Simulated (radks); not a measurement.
Values are calculated unless marked as measured or tabulated.
Ionisation of the rhenium ion Re+, [Xe] 4f14 5d5 6s1, to Re2+, [Xe] 4f14 5d5, under several functionals. Dirac Kohn-Sham, spin-unpolarised, spherical densities, finite nucleus; open shells fill j = l - 1/2 first; a radial shooting solver on a logarithmic mesh with Libxc functionals.

functional                                        E(Re+) (hartree)  Exc (hartree)  IE (eV)  -e(HOMO) (eV)  <r> HOMO (bohr)  IE error (eV)
LDA (Slater exchange, VWN5 correlation)                -16705.0540      -322.9794   16.556         12.608            1.894         -0.044
LDA (Slater exchange, Perdew-Zunger correlation)       -16705.0288      -322.9541   16.564         12.607            1.895         -0.036
B86b exchange with PBE correlation                     -16715.9428      -333.9684   16.239         12.365            1.894         -0.361
AM05                                                   -16705.3965      -323.3293   16.173         12.354            1.890         -0.427
OLYP                                                   -16720.6595      -338.8992   15.833         12.195            2.904         -0.767
SOGGA                                                  -16709.2420      -327.2047   16.092         12.277            1.891         -0.508
HCTH/407                                               -16724.4288      -342.8265   16.188         12.555            2.896         -0.412

NIST Atomic Spectra Database: 16.6 eV (semi-empirical). Closest: LDA (Slater exchange, Perdew-Zunger correlation). The Delta-SCF values span 0.73 eV, the total energies 19.40 hartree. The highest occupied level is 5d5/2. Spin polarisation and multiplet splitting are left out, so open shells lie too high by an amount that depends on their filling.

Beside tabulated values, note that spin-unpolarised runs miss the spin-polarisation part of the exchange energy of open shells.
